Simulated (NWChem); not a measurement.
System: HSeSBr; SMILES S[Se]Br

```xyz
4

Se     0.7267    -0.6069     0.0048
Br    -0.2276     1.5426     0.0079
S     -0.9713    -1.9576     0.0526
H     -1.2003    -2.0349    -1.2822
```
Atoms are numbered in this order, from 1.

Program: NWChem. Coordinates come from a PBE0/def2-SVP optimisation. Ions are spin-unrestricted doublets at the neutral geometry; other ion states weren't tried.

Problem. Estimate the computed values for BHandHLYP/def2-SVP. Quantities: vertical ionisation energy, ΔSCF (eV); −ε(HOMO) (eV).

Solution. 
```json
{
 "vertical ionisation energy, ΔSCF (eV)": "9.22",
 "−ε(HOMO) (eV)": "7.95"
}
```
